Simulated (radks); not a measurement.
Q: The silver ion Ag+, [Kr] 4d10. Calculated with a radial shooting solver on a logarithmic mesh with Libxc functionals: non-relativistic Kohn-Sham, exchange-only PBE, spin-polarised, spherical densities, point nucleus. Every spin shell is full or empty, so the densities are truly spherical. Functionals are evaluated on that one density, not self-consistently. Rank these exchange functionals by their error against the exact value of the orbitals, and give that value: LDA, PBE, B86b, G96, APBE, TPSS, TASK, MVS.

A: Exact: -143.697 hartree. From best to worst, with 100 (|E| - |E exact|)/|E exact| (equal figures are ties): B86b +0.03, MVS +0.09, TPSS -0.24, APBE +0.35, G96 +0.36, PBE -0.41, TASK -2.26, LDA -4.95.
